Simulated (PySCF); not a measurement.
Gas-phase reaction: GaH(CH3)2 = GaH + 4 H + C2H2 (acetylene), at 2500 K and a standard pressure of 1 bar. Level: HF/6-31G*.

Energies from PySCF, thermal terms from the rigid-rotor harmonic-oscillator model, ideal gas at 1 bar. 6-31G* has spherical d functions here. Open shells (unrestricted): H (multiplicity 2); the rest are closed-shell singlets. Ga: all electrons, no relativistic terms. Methyl groups turn as free rotors in GaH(CH3)2. GaH(CH3)2, GaH: computed as isolated molecules; such fragments, hydroxides, amides, oligomers or adducts are transient or little studied in the gas. The harmonic model lacks anharmonicity and excited electronic states, which grow with temperature; levels with a mode under 35 cm⁻¹ are left out.

| species | E (Ha) | H(2500 K) − E (kJ/mol) | S°(2500 K) (J/mol/K) |
|---|---|---|---|
| GaH(CH3)2 | -2002.28193 | 607.6 | 632.2 |
| GaH | -1923.03528 | 95.1 | 270.5 |
| H | -0.49823 | 52.0 | 158.9 |
| C2H2 (acetylene) | -76.81721 | 237.0 | 328.5 |
E: electronic energy; H − E holds the zero-point and thermal terms. 1 Ha = 2625.5 kJ/mol.

**Question.** Work out ΔH°, ΔS°, ΔG° and log10 K from these numbers.

**Answer.** 1. ΔE = 1×(-1923.03528) + 4×(-0.49823) + 1×(-76.81721) − 1×(-2002.28193) = 0.43652 Ha = 1146.1 kJ.
2. Δ(H − E) = 1×(95.1) + 4×(52.0) + 1×(237.0) − 1×(607.6) = -67.5 kJ, so ΔH° = 1078.6 kJ.
3. ΔS° = 1×(270.5) + 4×(158.9) + 1×(328.5) − 1×(632.2) = 602.4 J/K; the number of gas molecules changes by +5.
4. ΔG° = ΔH° − TΔS° = 1078.6 − 2500×(602.4)/1000 = -427.4 kJ.
5. log10 K = −ΔG°/(RT ln 10) = 8.93, with RT ln 10 = 47.86 kJ/mol; at standard pressures the products are favoured.
6. A shift of 10 kJ in ΔE would move log10 K by 0.21 here.
For scale, ΔH°(298 K) is 1043 kJ at this level, 1280 kJ at ωB97M-V/def2-TZVP†, and runs from 1031 to 1423 kJ over the 19 levels computed († marks an energy on the PBE0/def2-TZVP geometry).
